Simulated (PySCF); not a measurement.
Computed shifts of a molecule C₂H₄ClFSi₂, HF/pcSseg-1 (PySCF), GIAO, gas phase, atoms alike by connectivity averaged where their shifts nearly agree, in ppm (number of nuclei): ¹³C: 120.3 (1), 83.3 (1). ²⁹Si: -21.3 (1), -26.6 (1). ¹⁹F: -175.3 (1). ¹H: 5.24 (1), 5.21 (1), 5.02 (1), 3.92 (1). References: ¹³C against TMS (σ = 192.6 ppm); ²⁹Si against TMS (σ = 393.8 ppm); ¹⁹F against CFCl3 (σ = 238.5 ppm); ³⁵Cl against HCl (σ = 958.2 ppm); ¹H against TMS (σ = 31.99 ppm), references at their B3LYP-D3(BJ)/def2-TZVP geometries, non-relativistic (without spin–orbit terms, shifts of atoms bonded to Cl or Br come out too high). Coordinates come from a PBE-D3(BJ)/def2-SVP optimisation. The values are those of a single conformer.

Q: Pick the molecule that these values belong to.
A. FC1=C[SiH2][Si@H]1Cl
B. C#C[Si@@](F)([SiH3])Cl
C. C#C[Si@H](F)[SiH2]Cl
D. FC1=C(Cl)[SiH2][SiH2]1

A: C, C#C[Si@H](F)[SiH2]Cl
